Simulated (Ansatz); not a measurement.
Total energies of CH$_{7}$FOSi$_{2}$ (`OC(F)([SiH3])[SiH3]`).

```tsv
atom	x (Å)	y (Å)	z (Å)
O1	0.375	-1.637	0.475
C2	0.023	-0.511	-0.255
F3	-0.354	-0.908	-1.561
Si4	-1.501	0.383	0.482
Si5	1.597	0.562	-0.436
H6	-0.414	-2.150	0.687
H7	-1.115	1.029	1.762
H8	-2.034	1.395	-0.462
H9	-2.517	-0.675	0.747
H10	2.657	-0.243	-1.089
H11	1.253	1.745	-1.264
H12	2.030	1.010	0.912
```

Charge 0, multiplicity 1. The geometry is a stationary point of PBE0-D4/def2-TZVP. It is one conformer, not always the lowest. Basis def2-TZVPP, the Gaussian-basis code of Ansatz.

RPA on PBE orbitals: Hartree–Fock energy of these orbitals -794.11666 Eh, correlation -1.53130 Eh (frozen core).

```csv
functional,kind,energy without D4 (Eh),D4 term (kJ/mol)
r2SCANh,"meta-GGA hybrid, 10 %",-796.27695,-6.9
r2SCAN0,"meta-GGA hybrid, 25 %",-796.25492,-7.6
```

(1) Give the same for LDA (SPW92), PBE, revPBE, BLYP, r2SCAN, B97M-V, PBE0, B3LYP, HSE06 (plane-wave form), BHLYP, CAM-B3LYP, LC-ωPBE, ωB97X-V, ωB97M-V, B2PLYP, PBE-QIDH. (Estimate.)

B3LYP takes the VWN-RPA correlation (the form of Gaussian; ORCA's B3LYP/G). HSE06 is the plane-wave form, built on full-range PBE exchange. The double hybrids freeze the cores in their second-order part.

Answers

(1) Ansatz gave: 
```
             functional                                       kind  energy without D4 (Eh)  D4 term (kJ/mol)
            LDA (SPW92)                                        LDA              -792.55387                 –
                    PBE                                        GGA              -795.91373             -26.4
                 revPBE                                        GGA              -796.25409             -77.9
                   BLYP                                        GGA              -796.39632             -57.8
                 r2SCAN                                   meta-GGA              -796.29263              -6.5
                 B97M-V                         meta-GGA with VV10              -796.23884                 –
                   PBE0         global hybrid, 25 % exact exchange              -795.97690             -22.4
                  B3LYP                        global hybrid, 20 %              -796.49919             -42.7
HSE06 (plane-wave form)                            screened hybrid              -795.95359             -20.9
                  BHLYP                        global hybrid, 50 %              -796.34924             -33.2
              CAM-B3LYP                     range-separated hybrid              -796.39453             -22.8
                LC-ωPBE                long-range corrected hybrid              -796.14871                 –
                ωB97X-V       range-separated hybrid GGA with VV10              -796.29135                 –
                ωB97M-V  range-separated hybrid meta-GGA with VV10              -796.33018                 –
                 B2PLYP                              double hybrid              -796.06545                 –
               PBE-QIDH                              double hybrid              -795.77877                 –
```

LC-ωPBE has ω = 0.4 bohr⁻¹.
